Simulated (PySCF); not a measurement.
A structure optimised at B3LYP-D3(BJ)/def2-SVP, used in a PySCF frequency run:

```xyz
11

O     -0.8270    -0.8377     1.5037
Si    -0.1694    -0.3359     0.0549
O     -0.3529    -1.4813    -1.1460
P      2.0804    -0.1385     0.2270
P     -1.2369     1.6274    -0.3331
H     -0.4576    -1.6466     1.8812
H     -1.2547    -1.6461    -1.4492
H      2.2181     0.4523    -1.0664
H      1.9992     1.1171     0.9044
H     -2.4964     1.0006    -0.6004
H     -0.8498     1.6428    -1.7096
```

Q: Write its SMILES and formula.

A: O[Si](O)(P)P, H6O2P2Si

Q: What are its rotational constants (standard atomic weights)?

A: 2.6779, 1.6303, 1.4067 GHz
